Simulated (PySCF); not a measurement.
# Fine-structure interval along the 17-electron series

Calculated with PySCF 2.14 and a two-component X2C-1e Hamiltonian (Gaussian nucleus, no Breit or QED terms), each ion in its own even-tempered basis scaled to its charge; GMP2 freezes 1s2 and drops the highest virtual spinors. Values in cm⁻¹.

```json
{"ion": "Re⁵⁸⁺", "configuration": "[Ne] 3s2 3p5", "GHF (screened spin-orbit)": "3036400", "GMP2 (screened spin-orbit)": "3037100", "GHF (bare spin-orbit)": "3129100"}
{"ion": "Os⁵⁹⁺", "configuration": "[Ne] 3s2 3p5", "GHF (screened spin-orbit)": "3236300", "GMP2 (screened spin-orbit)": "3237000", "GHF (bare spin-orbit)": "3334100"}
{"ion": "Ir⁶⁰⁺", "configuration": "[Ne] 3s2 3p5", "GHF (screened spin-orbit)": "3447200", "GMP2 (screened spin-orbit)": "3447800", "GHF (bare spin-orbit)": "3550400"}
```

Between Z = 75 and Z = 77 the GHF (bare spin-orbit) value grows as Z to the power 4.80.
